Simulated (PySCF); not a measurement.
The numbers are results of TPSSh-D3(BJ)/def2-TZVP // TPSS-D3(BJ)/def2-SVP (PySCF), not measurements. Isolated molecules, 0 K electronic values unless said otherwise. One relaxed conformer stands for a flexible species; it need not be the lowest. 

Reference species: [Zn(F)2] (neutral, multiplicity 1).

```yaml
HOMO: -9.43 eV
mean_distance_from_the_central_atom_to_its_bonded_neighbours: 1.735 Å
```

Changed species: [Zn(OH)2] (2 of 2 F replaced by OH; the reference has 0 of 2 F replaced by OH).

Question: What does the change do to the HOMO and mean distance from the central atom to its bonded neighbours?

Answer: the HOMO goes up by 2.25 eV, to -7.18 eV; the mean distance from the central atom to its bonded neighbours goes up by 0.043 Å, to 1.778 Å.
